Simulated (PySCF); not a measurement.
These are PBE-D3(BJ)/def2-TZVP // B3LYP-D3(BJ)/def2-TZVP run with PySCF values and carry that method's errors. All species are isolated molecules in the gas phase. One relaxed conformer stands for a flexible species; it need not be the lowest. Delta-SCF ions had no search for a lower state. Excitations are Tamm–Dancoff values on a coarser integration grid. The basis has no diffuse functions, so Rydberg states are missing or too high.

Reference species (SMILES): `C/C=C/C=O` (C–C–C–O torsion 0°) (neutral, multiplicity 1).

```yaml
S1–T1 gap (TDA): 0.46 eV
vertical ionisation energy (Delta-SCF): 9.38 eV
```

Changed species: `C/C=C\C=O` (C–C–C–O torsion 1°).

Task: What does the change do to the S1–T1 gap (TDA) and vertical ionisation energy (Delta-SCF)?

Result: the S1–T1 gap (TDA) stays essentially unchanged; the vertical ionisation energy (Delta-SCF) decreases by 0.15 eV, to 9.23 eV.
